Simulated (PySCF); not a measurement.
## Fractional electron number in Al²⁺ (aluminium, charge +2)

The 3s alpha orbital of [Ne] 3s1 is emptied in steps (occupation f), with all orbitals relaxed, ending at [Ne]. All numbers are calculated (PySCF 2.14, the non-relativistic Hamiltonian (point nucleus), in aug-cc-pV(D+d)Z (5s4p3d, 32 functions)). The exact energy is a straight line in f; departures are measured from the line between the end points of the same method.

Among UHF, LDA, PBE, PBE0, BHandHLYP, HSE06, which shows the largest delocalisation error (convex curve), and which is closest to linear?

Most convex: PBE (-1.049 eV at f = 0.5); closest to linear: UHF (0.003 eV).

```tsv
f	UHF (eV)	LDA (eV)	PBE (eV)	PBE0 (eV)	BHandHLYP (eV)	HSE06 (eV)
1	0.000	0.000	0.000	0.000	0.000	0.000
0.9	0.001	-0.371	-0.382	-0.282	-0.209	-0.317
0.7	0.003	-0.850	-0.886	-0.653	-0.490	-0.734
0.5	0.003	-0.984	-1.049	-0.772	-0.587	-0.867
0.3	0.003	-0.791	-0.877	-0.644	-0.501	-0.725
0.1	0.001	-0.310	-0.367	-0.269	-0.227	-0.304
0	0.000	0.000	0.000	0.000	0.000	0.000
```

```json
{"method": "UHF", "E(f=0) − E(f=1) (eV)": "28.010", "−ε at f=1 (eV)": "28.024", "−ε at f=0.5 (eV)": "28.010"}
{"method": "LDA", "E(f=0) − E(f=1) (eV)": "28.717", "−ε at f=1 (eV)": "24.560", "−ε at f=0.5 (eV)": "28.883"}
{"method": "PBE", "E(f=0) − E(f=1) (eV)": "28.733", "−ε at f=1 (eV)": "24.480", "−ε at f=0.5 (eV)": "28.759"}
{"method": "PBE0", "E(f=0) − E(f=1) (eV)": "28.613", "−ε at f=1 (eV)": "25.472", "−ε at f=0.5 (eV)": "28.638"}
{"method": "BHandHLYP", "E(f=0) − E(f=1) (eV)": "28.751", "−ε at f=1 (eV)": "26.427", "−ε at f=0.5 (eV)": "28.723"}
{"method": "HSE06", "E(f=0) − E(f=1) (eV)": "28.621", "−ε at f=1 (eV)": "25.084", "−ε at f=0.5 (eV)": "28.655"}
```

Reference removal energy between the ground levels: 28.448 eV (measured; NIST Atomic Spectra Database, ionization energies). UHF lacks correlation.
